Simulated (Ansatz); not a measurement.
`O=C[NH][SbH2]` + H–F → `O=CF` + `[NH2][SbH2]` at 298.15 K and 1 bar (substitution at a C–N bond).

Computed with Ansatz on PBE0-D4/def2-TZVP structures; ΔE is electronic, products minus reactants. CCSD(T)/CBS is the MP2 limit (def2-TZVPP, def2-QZVPP) plus CCSD(T) − MP2 in def2-TZVPP, frozen cores. This one scheme is used for every species. Elements past krypton have def2 core potentials. For Sb outer-core shells are correlated without core-valence functions, which leaves a few kJ/mol of doubt a bond. One conformer a species, not always the lowest.

| species | CCSD(T)/CBS energy (Eh) | H − E (kJ/mol) | S (J/(mol·K)) |
| --- | --- | --- | --- |
| `O=C[NH][SbH2]` | -410.33905 | 146.9 | 325.1 |
| H–F | -100.39570 | 33.5 | 173.6 |
| `O=CF` | -213.60827 | 65.5 | 246.5 |
| `[NH2][SbH2]` | -297.10356 | 115.6 | 278.3 |

H − E and S are ideal-gas, rigid-rotor, harmonic terms from PBE0-D4/def2-TZVP, for one conformer and one mirror image of each species. 1 Eh = 2625.50 kJ/mol, R = 8.31446 J/(mol·K).

Task: By hand: ΔE, ΔH, ΔS and ΔG.

Result: ΔE = (-213.60827) + (-297.10356) − (-410.33905) − (-100.39570) = 0.02292 Eh = 60.2 kJ/mol. Δ(H − E) = 65.5 + 115.6 − 146.9 − 33.5 = 0.7, so ΔH = 60.9 kJ/mol. ΔS = 246.5 + 278.3 − 325.1 − 173.6 = 26.1 J/(mol·K). ΔG = 60.9 − 298.15 × (26.1)/1000 = 53.1 kJ/mol.

Task: By hand: the equilibrium constant, and the temperature at which ΔG would vanish if ΔH and ΔS stayed fixed.

Result: log₁₀ K = −ΔG/(RT ln 10) = -9.3. ΔG = 0 at ΔH/ΔS = 2333 K.

ΔH outweighs TΔS. A doubt of 5 kJ/mol in ΔE shifts log₁₀ K by 0.9 here. Other conformers and mirror images would add mixing entropy, several J/(mol·K) or more a flexible species. These are equilibria of isolated gas molecules and say nothing of rates. Largest T1 diagnostic: 0.017 (customary marks: 0.02 for closed shells, 0.045 for open ones).
